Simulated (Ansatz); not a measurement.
One change: `[F][Ti]([Cl])([Cl])[Cl]` becomes `C=C[O][Ti]([Cl])([Cl])[Cl]`.

Ansatz, PBE0-D4/def2-TZVP geometries, multiplicity 1. Each molecule was computed in one conformer, which needn't be the lowest.

Scalar relativity is left out up to krypton.

```csv
property,`[F][Ti]([Cl])([Cl])[Cl]`
size of the dipole moment (PBE/def2-TZVPP) / D,0.22
HOMO–LUMO gap (PBE/def2-TZVPP) / eV,3.80
HOMO–LUMO gap (PBE0/def2-TZVPP) / eV,5.99
HOMO–LUMO gap (ωB97M-V/def2-TZVPP) / eV,10.30
LUMO energy (B3LYP/def2-TZVPP) / eV,-3.89
LUMO energy (ωB97M-V/def2-TZVPP) / eV,-1.51
```

What does the change do to each property? (An estimate is asked.)

Ansatz gave: 
```
                                      property  `C=C[O][Ti]([Cl])([Cl])[Cl]`  shift
size of the dipole moment (PBE/def2-TZVPP) / D                          2.90   2.68
           HOMO–LUMO gap (PBE/def2-TZVPP) / eV                          2.86  -0.94
          HOMO–LUMO gap (PBE0/def2-TZVPP) / eV                          4.73  -1.26
       HOMO–LUMO gap (ωB97M-V/def2-TZVPP) / eV                          8.99  -1.31
           LUMO energy (B3LYP/def2-TZVPP) / eV                         -3.34   0.55
         LUMO energy (ωB97M-V/def2-TZVPP) / eV                         -1.05   0.46
```

With PBE0 the HOMO rises by 1.79 eV and the LUMO rises by 0.54 eV, so the gap narrows by about 1.25 eV. PBE moves the HOMO by 1.51 eV and ωB97M-V by 1.77 eV. Dipoles are sizes alone; their direction can turn.

B3LYP here is the variant with VWN-RPA as its local correlation; programs differ in this.
